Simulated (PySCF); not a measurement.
PySCF input (M06-2X/6-31G* (5d)):

```python
from pyscf import gto, dft

mol = gto.M(
    atom='''
    C     2.67672200   -0.48056300   -0.20093300
    C     1.49358800   -0.26815000   -0.11211900
    B     0.01755200   -0.00315100   -0.00131800
    Cl   -0.62911000    1.57112300   -0.41445000
    Cl   -1.06680700   -1.26664800    0.54175700
    H     3.72097900   -0.66804200   -0.27932200
    ''',
    basis='6-31g*',
    charge=1,
    spin=1,
    verbose=4,
)

mf = dft.UKS(mol, xc='m062x')
mf.grids.level = 4
mf.conv_tol = 1e-9
mf.max_cycle = 100
mf.max_memory = 1500
mf.kernel()
if not mf.converged:
    mf = mf.newton()
    mf.kernel(mf.make_rdm1())
mo, _, stable, _ = mf.stability(return_status=True)
if not stable:
    mf.kernel(mf.make_rdm1(mo, mf.mo_occ))
    stable = mf.stability(return_status=True)[2]
mf.dip_moment()
```

Output:

```
PySCF version 2.14.0

[INPUT] verbose = 4
[INPUT] num. atoms = 6
[INPUT] num. electrons = 51
[INPUT] charge = 1
[INPUT] spin (= nelec alpha-beta = 2S) = 1
[INPUT] symmetry False subgroup None
[INPUT] Mole.unit = angstrom
[INPUT] Symbol           X                Y                Z      unit          X                Y                Z       unit  Magmom
[INPUT]  1 C      2.676722000000  -0.480563000000  -0.200933000000 AA    5.058271491598  -0.908132455599  -0.379708339387 Bohr   0.0
[INPUT]  2 C      1.493588000000  -0.268150000000  -0.112119000000 AA    2.822472262937  -0.506730060302  -0.211874203360 Bohr   0.0
[INPUT]  3 B      0.017552000000  -0.003151000000  -0.001318000000 AA    0.033168472938  -0.005954527019  -0.002490659032 Bohr   0.0
[INPUT]  4 Cl    -0.629110000000   1.571123000000  -0.414450000000 AA   -1.188845602225   2.968992178005  -0.783196992326 Bohr   0.0
[INPUT]  5 Cl    -1.066807000000  -1.266648000000   0.541757000000 AA   -2.015973057769  -2.393617816228   1.023772356066 Bohr   0.0
[INPUT]  6 H      3.720979000000  -0.668042000000  -0.279322000000 AA    7.031631225258  -1.262416419707  -0.527842080566 Bohr   0.0

nuclear repulsion = 208.801890707751
number of shells = 36
number of NR pGTOs = 187
number of NR cGTOs = 80
basis = 6-31g*
ecp = {}

******** <class 'pyscf.dft.uks.UKS'> ********
method = UKS
initial guess = minao
damping factor = 0
level_shift factor = 0
DIIS = <class 'pyscf.scf.diis.CDIIS'>
diis_start_cycle = 1
diis_space = 8
diis_damp = 0
SCF conv_tol = 1e-09
SCF conv_tol_grad = None
SCF max_cycles = 100
direct_scf = True
direct_scf_tol = 1e-13
number electrons alpha = 26  beta = 25
XC library pyscf.dft.libxc version 7.1.2
    S. Lehtola, C. Steigemann, M. J. T. Oliveira, and M. A. L. Marques,  SoftwareX 7, 1–5 (2018)
XC functionals = m062x
    Y. Zhao and D. G. Truhlar,  Theor. Chem. Acc. 120, 215 (2008)
    Y. Zhao and D. G. Truhlar,  Theor. Chem. Acc. 120, 215 (2008)
radial grids:
    Treutler-Ahlrichs [JCP 102, 346 (1995); DOI:10.1063/1.469408] (M4) radial grids

becke partition: Becke, JCP 88, 2547 (1988); DOI:10.1063/1.454033
pruning grids: <function nwchem_prune>
grids dens level: 4
symmetrized grids: False
atomic radii adjust function: <function treutler_atomic_radii_adjust>
small_rho_cutoff = 0
Set gradient conv threshold to 3.16228e-05
tot grids = 158408
init E= -1022.68629074557
  alpha nocc = 26  HOMO = -0.334768176218621  LUMO = -0.093316071925547
  beta  nocc = 25  HOMO = -0.347528007262721  LUMO = -0.334768176218619

WARN: HOMO -0.334768176218621 >= LUMO -0.334768176218619

cycle= 1 E= -1021.47255341789  delta_E= 1.21  |g|= 0.323  |ddm|= 1.98
  alpha nocc = 26  HOMO = -0.543887682111619  LUMO = -0.352615774727468
  beta  nocc = 25  HOMO = -0.554126686936439  LUMO = -0.509101076373373
  HOMO = -0.543887682112  LUMO = -0.509101076373  gap/eV = 0.94659
cycle= 2 E= -1021.39332179128  delta_E= 0.0792  |g|= 0.499  |ddm|= 1.19
  alpha nocc = 26  HOMO = -0.603705881583477  LUMO = -0.284198091057086
  beta  nocc = 25  HOMO = -0.574719199217452  LUMO = -0.466561480619801
  HOMO = -0.574719199217  LUMO = -0.46656148062  gap/eV = 2.94312
cycle= 3 E= -1021.55535669905  delta_E= -0.162  |g|= 0.0646  |ddm|= 0.717
  alpha nocc = 26  HOMO = -0.583581656577674  LUMO = -0.271919556137955
  beta  nocc = 25  HOMO = -0.566738265434843  LUMO = -0.456428723083423
  HOMO = -0.566738265435  LUMO = -0.456428723083  gap/eV = 3.00168
cycle= 4 E= -1021.55790208669  delta_E= -0.00255  |g|= 0.0235  |ddm|= 0.11
  alpha nocc = 26  HOMO = -0.586853425812004  LUMO = -0.270719506810312
  beta  nocc = 25  HOMO = -0.571298909642664  LUMO = -0.447016556880101
  HOMO = -0.571298909643  LUMO = -0.44701655688  gap/eV = 3.38190
cycle= 5 E= -1021.55831111331  delta_E= -0.000409  |g|= 0.00726  |ddm|= 0.0494
  alpha nocc = 26  HOMO = -0.58732573141919  LUMO = -0.271059601813285
  beta  nocc = 25  HOMO = -0.572049421123975  LUMO = -0.447431687243389
  HOMO = -0.572049421124  LUMO = -0.447431687243  gap/eV = 3.39102
cycle= 6 E= -1021.55835851245  delta_E= -4.74e-05  |g|= 0.0049  |ddm|= 0.0112
  alpha nocc = 26  HOMO = -0.587443089741605  LUMO = -0.271428356980075
  beta  nocc = 25  HOMO = -0.57235843969333  LUMO = -0.447467601576521
  HOMO = -0.572358439693  LUMO = -0.447467601577  gap/eV = 3.39845
cycle= 7 E= -1021.5583835851  delta_E= -2.51e-05  |g|= 0.00226  |ddm|= 0.00793
  alpha nocc = 26  HOMO = -0.586725354635316  LUMO = -0.271376315585664
  beta  nocc = 25  HOMO = -0.57206039588886  LUMO = -0.447001623823822
  HOMO = -0.572060395889  LUMO = -0.447001623824  gap/eV = 3.40302
cycle= 8 E= -1021.55839805977  delta_E= -1.45e-05  |g|= 0.00175  |ddm|= 0.00785
  alpha nocc = 26  HOMO = -0.586162686603164  LUMO = -0.271558481146288
  beta  nocc = 25  HOMO = -0.572187224022111  LUMO = -0.446860242151611
  HOMO = -0.572187224022  LUMO = -0.446860242152  gap/eV = 3.41032
cycle= 9 E= -1021.55840732751  delta_E= -9.27e-06  |g|= 0.00113  |ddm|= 0.0078
  alpha nocc = 26  HOMO = -0.585543480073782  LUMO = -0.271710911824596
  beta  nocc = 25  HOMO = -0.572185690759353  LUMO = -0.446696802433075
  HOMO = -0.572185690759  LUMO = -0.446696802433  gap/eV = 3.41473
cycle= 10 E= -1021.55841268496  delta_E= -5.36e-06  |g|= 0.000746  |ddm|= 0.00735
  alpha nocc = 26  HOMO = -0.584909049847268  LUMO = -0.271818839545912
  beta  nocc = 25  HOMO = -0.572144055086956  LUMO = -0.446530201607245
  HOMO = -0.572144055087  LUMO = -0.446530201607  gap/eV = 3.41813
cycle= 11 E= -1021.55841573822  delta_E= -3.05e-06  |g|= 0.000354  |ddm|= 0.00716
  alpha nocc = 26  HOMO = -0.584487572043944  LUMO = -0.271914873510481
  beta  nocc = 25  HOMO = -0.572102293472982  LUMO = -0.446417024898774
  HOMO = -0.572102293473  LUMO = -0.446417024899  gap/eV = 3.42007
cycle= 12 E= -1021.55841671287  delta_E= -9.75e-07  |g|= 0.000114  |ddm|= 0.00501
  alpha nocc = 26  HOMO = -0.584330562007514  LUMO = -0.271942452512081
  beta  nocc = 25  HOMO = -0.572084677009652  LUMO = -0.446370612181423
  HOMO = -0.57208467701  LUMO = -0.446370612181  gap/eV = 3.42085
cycle= 13 E= -1021.55841681316  delta_E= -1e-07  |g|= 3.74e-05  |ddm|= 0.0018
  alpha nocc = 26  HOMO = -0.584320918037705  LUMO = -0.271951815845483
  beta  nocc = 25  HOMO = -0.572086886218229  LUMO = -0.446368418097874
  HOMO = -0.572086886218  LUMO = -0.446368418098  gap/eV = 3.42097
cycle= 14 E= -1021.55841681611  delta_E= -2.95e-09  |g|= 2.08e-05  |ddm|= 0.000176
  alpha nocc = 26  HOMO = -0.584321026138054  LUMO = -0.271952594447965
  beta  nocc = 25  HOMO = -0.572088456269906  LUMO = -0.446369638235086
  HOMO = -0.57208845627  LUMO = -0.446369638235  gap/eV = 3.42098
cycle= 15 E= -1021.5584168169  delta_E= -7.91e-10  |g|= 9.66e-06  |ddm|= 6.06e-05
  alpha nocc = 26  HOMO = -0.584318882812866  LUMO = -0.271954199737776
  beta  nocc = 25  HOMO = -0.572088409468822  LUMO = -0.446369776566088
  HOMO = -0.572088409469  LUMO = -0.446369776566  gap/eV = 3.42098
Extra cycle  E= -1021.55841681699  delta_E= -8.78e-11  |g|= 1.04e-05  |ddm|= 2.61e-05
converged SCF energy = -1021.55841681699  <S^2> = 0.75626362  2S+1 = 2.0062538
uhf_internal: lowest eigs of H = [0.02054616 0.04871585 0.07275827]
<class 'pyscf.dft.uks.UKS'> wavefunction is stable in the internal stability analysis

WARN: System has nonzero charge 1; the dipole moment is origin-dependent.
Location of origin: [0. 0. 0.]

Dipole moment(X, Y, Z, Debye):  7.12984, -1.28009, -0.53522
```

The dipole moment of an ion depends on the origin.

The geometry given is a B3LYP-D3(BJ)/def2-TZVP minimum of the species of charge 0 and multiplicity 1, not of this state.
